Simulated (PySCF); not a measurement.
## UHF on C³⁺ (carbon, charge +3)

Configuration: [He] 2s1, 2S determinant. Computed with PySCF 2.14 in aug-cc-pVDZ-DK, with the spin-free X2C one-electron Hamiltonian (Gaussian nucleus).

```json
{
  "Total energy": "-34.732169 hartree",
  "One-electron energy": "-40.0782 hartree",
  "Hartree (Coulomb) energy": "9.2806 hartree",
  "Exchange energy": "-3.9346 hartree",
  "⟨S²⟩": "0.7500",
  "⟨L²⟩": "0.000",
  "Sum of ⟨r⟩": "1.838 bohr",
  "Sum of ⟨r²⟩": "2.160 bohr²",
  "Langevin diamagnetic susceptibility": "-1.71 ×10⁻⁶ cm³/mol",
  "Time after the integrals": "0.04 s of wall time on 1 thread of Neoverse-V1 (shared host)"
}
```

```tsv
shell	electrons	mean orbital energy (eV)	rms radius, mean of both spins (bohr)
1s α	1	-368.67	0.310
1s β	1	-366.78	0.310
2s α	1	-64.185	1.40
```
